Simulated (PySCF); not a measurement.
Electron correlation in Er²⁺ (erbium, charge +2)

[Xe] 4f12, one real determinant. All numbers are calculated (PySCF 2.14, the spin-free X2C one-electron Hamiltonian (Gaussian nucleus), in cc-pVDZ-X2C (8s7p5d3f1g, 84 functions)). Frozen: [Kr] 4d10; 20 electrons correlated.

| level | correlation energy (mhartree) |
| --- | --- |
| CCSD | -731.26 |
| (T) | -25.28 |
| CCSD(T) | -756.54 |

Diagnostics: T1 = 0.014, D1 = 0.0294, largest double amplitude 0.032.

Question: Is a single reference adequate?

Answer: Yes, within this model without spin-orbit coupling: T1 lies below 0.03 and no double amplitude reaches 0.07.

The reference is one real determinant that mixes LS terms of this configuration.
